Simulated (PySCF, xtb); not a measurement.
C₂H₇BFNO, SMILES CN(C)B(F)O.

xtb with GFN2-xTB at its own geometry gives an orbital gap of 6.69 eV and a dipole moment of 4.24 D.

Geometry: PBE0-D3(BJ)/def2-SVP. The structure was generated by enumeration, and PubChem lists no compound with its InChIKey, so it may never have been made. Other conformers were not sampled.

Question: What does PBE/def2-TZVP run with PySCF give? (Estimate from the structure and the level; the computed values follow.)

Answer: gap 5.28 eV (levels -5.64 and -0.36 eV), dipole 3.30 D.
